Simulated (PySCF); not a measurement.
Compound: CH8BNO.
Structure used (PBE0-D3(BJ)/def2-SVP), in Å, numbered top down from 1:
```
atom  x, y, z in Å
N1     1.267   -0.073    0.303
B2     0.177    0.092   -0.899
C3    -1.074    0.739   -0.108
O4    -1.316   -0.014    1.101
H5     1.766    0.793    0.504
H6     1.947   -0.815    0.156
H7     0.664   -0.296    1.113
H8     0.667    0.775   -1.789
H9    -0.065   -1.061   -1.259
H10   -1.991    0.793   -0.723
H11   -0.883    1.772    0.235
H12   -1.626   -0.881    0.815
```

The closed-shell ground state was solved at several levels (PySCF, density fitting, gas phase, non-relativistic).

```csv
level,basis functions,HOMO (eV),LUMO (eV),gap (eV),dipole (D)
mPW1PW91/pcSseg-2,256,-6.99,-0.13,6.86,3.71
B3LYP/pcJ-1,188,-6.65,0.22,6.87,3.78
PBE0/pcSseg-1,108,-6.88,0.56,7.44,3.82
```

**Question.** What might CAM-B3LYP/def2-SVPD (147 basis functions) give for the same quantities?

**Answer.** HOMO -8.48 eV, LUMO 0.62 eV, gap 9.10 eV, dipole 3.68 D.

**Question.** How far do the dipole and the HOMO energy spread over the levels?

**Answer.** The dipole runs from 3.68 to 3.82 D (mean 3.75 D) and the HOMO from -8.48 to -6.65 eV.

One conformer stands for the species.
